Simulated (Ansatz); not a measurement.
BClGaH3 (`Cl[BH][GaH2]`), charge 0, multiplicity 1.

Q: Give a relaxed structure at PBE0-D4/def2-TZVP (Ansatz 0.2.0). (Best estimate.)

A: Computed: 
Cartesian coordinates in Å:
```
Cl -1.941 1.364 -0.247
B -1.042 -0.071 0.194
Ga 1.020 -0.110 -0.117
H -1.703 -0.953 0.658
H 2.028 0.384 0.985
H 1.638 -0.615 -1.473
```
Point group Cs.
